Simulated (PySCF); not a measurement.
**Computed structure and properties of [La(P5)2]+**

System: [La(P5)2]+ (singlet); start: displaced along the imaginary mode (C2). Method: PySCF 2.14.0, RKS PBE, La lcecp-1-SVP with ECP46, P def2-SVP; non-relativistic Hamiltonian with scalar-relativistic core potentials where named; density fitting; no spin-orbit coupling.

Input of the relaxation:

```python
mol = gto.M(atom='''
La     0.25000    -0.00120    -0.00000
P     -0.09737     1.83226     2.63728
P     -1.84951     0.58035     2.46483
P     -1.20081    -1.47258     2.53035
P      0.95248    -1.49014     2.74699
P      1.63465     0.55276     2.81084
P     -0.09737    -1.83118    -2.63880
P     -1.84950    -0.57930    -2.46529
P     -1.20087     1.47366    -2.52916
P      0.95248     1.49124    -2.74578
P      1.63465    -0.55171    -2.81123''',
    basis={'La': 'lcecp-1-SVP', 'P': 'def2-SVP'},
    ecp={'La': 'lcecp-1-SVP'},
    charge=1, spin=0)
mf = dft.RKS(mol, xc='PBE')
mf.grids.atom_grid = (50, 194)  # f atoms: unpruned, at least (60, 302)
mf = mf.density_fit()  # fitting sets: La AutoAux, P def2-universal-JKFIT
mf.conv_tol = 1e-08; mf.max_cycle = 55
mf.kernel(dm0)  # dm0: converged density of the start geometry
# quasi-Newton relaxation in Cartesian coordinates to a largest gradient under 0.00045 Eh/bohr, steps kept in the point group
```

Run from Python with OMP_NUM_THREADS=4; the lines above give its settings. Where DIIS fails, smearing, a level shift and second-order steps follow.
It took 2.6 min on 4 threads of Arm Neoverse V2 (shared host), from the converged density of the start.

Course of the relaxation:

```tsv
step	energy above end (eV)	largest force component within the symmetry (eV/Å)
0	0.2327	0.155
1	0.2230	0.113
2	0.2036	0.187
3	0.1841	0.277
4	0.1222	0.446
5	0.0575	0.475
6	0.0238	0.293
7	0.0100	0.184
8	0.0043	0.099
9	0.0013	0.045
10	0.0005	0.038
11	0.0000	0.016
12	0.0000	0.007
```

Relaxed geometry (C2):

```xyz
11

La    0.8509   -0.0038    0.0000
P    -0.1774    1.8299    2.3928
P    -1.7920    0.5703    1.7445
P    -1.1690   -1.4831    1.9867
P     0.8262   -1.4778    2.7914
P     1.4511    0.5670    3.0367
P    -0.1785   -1.8283   -2.3992
P    -1.7923   -0.5699   -1.7464
P    -1.1680    1.4840   -1.9815
P     0.8270    1.4801   -2.7862
P     1.4508   -0.5644   -3.0389
```

| contact | Å |
| --- | --- |
| La1–P6 (P5) | 3.148 |
| La1–P11 (P5) | 3.148 |

On the finer grid (75, 302):

```json
{
 "HOMO": "-9.93 eV",
 "LUMO": "-8.64 eV",
 "Dipole about the centre of mass": "2.29 D",
 "Set of Mulliken populations of La1 outside the core potential": "s 2.36, p 6.32, d 1.48, f 0.03",
 "D3(BJ) dispersion energy (not in the energies)": "-1.107 eV"
}
```

```json
{"atom": "La1", "Mulliken (e)": "0.81", "Löwdin (e)": "-0.46", "spin (e)": "0.00"}
{"atom": "P2", "Mulliken (e)": "0.01", "Löwdin (e)": "0.14", "spin (e)": "0.00"}
{"atom": "P3", "Mulliken (e)": "0.04", "Löwdin (e)": "0.15", "spin (e)": "0.00"}
{"atom": "P4", "Mulliken (e)": "0.02", "Löwdin (e)": "0.14", "spin (e)": "0.00"}
{"atom": "P5", "Mulliken (e)": "0.01", "Löwdin (e)": "0.15", "spin (e)": "0.00"}
{"atom": "P6", "Mulliken (e)": "0.01", "Löwdin (e)": "0.14", "spin (e)": "0.00"}
{"atom": "P7", "Mulliken (e)": "0.01", "Löwdin (e)": "0.14", "spin (e)": "0.00"}
{"atom": "P8", "Mulliken (e)": "0.04", "Löwdin (e)": "0.15", "spin (e)": "0.00"}
{"atom": "P9", "Mulliken (e)": "0.02", "Löwdin (e)": "0.14", "spin (e)": "0.00"}
{"atom": "P10", "Mulliken (e)": "0.01", "Löwdin (e)": "0.15", "spin (e)": "0.00"}
{"atom": "P11", "Mulliken (e)": "0.01", "Löwdin (e)": "0.14", "spin (e)": "0.00"}
```

The large-core potential holds the 4f shell empty.

No frequency check is given here.

Taking off one P5 (charge -1, singlet; the rest: singlet) in vacuum, both parts rigid, costs 11.18 eV; the small basis without counterpoise inflates it. Most of it is the attraction of opposite charges; other ways to part are cheaper, and one spin state was tried for the rest.

Rigid scan of P5 along the line from its metal, all other atoms held (where the atom bridges, its other bond changes as well):

| distance to the ring centre (Å) | energy (eV) |
| --- | --- |
| 2.30 | 0.445 |
| 2.40 | 0.183 |
| 2.50 | 0.042 |
| 2.60 | 0.000 |
| 2.70 | 0.036 |
| 2.80 | 0.134 |
| 3.00 | 0.453 |
| 3.30 | 1.089 |
| 3.70 | 1.964 |

One start shape was tried, so this needn't be the lowest isomer.
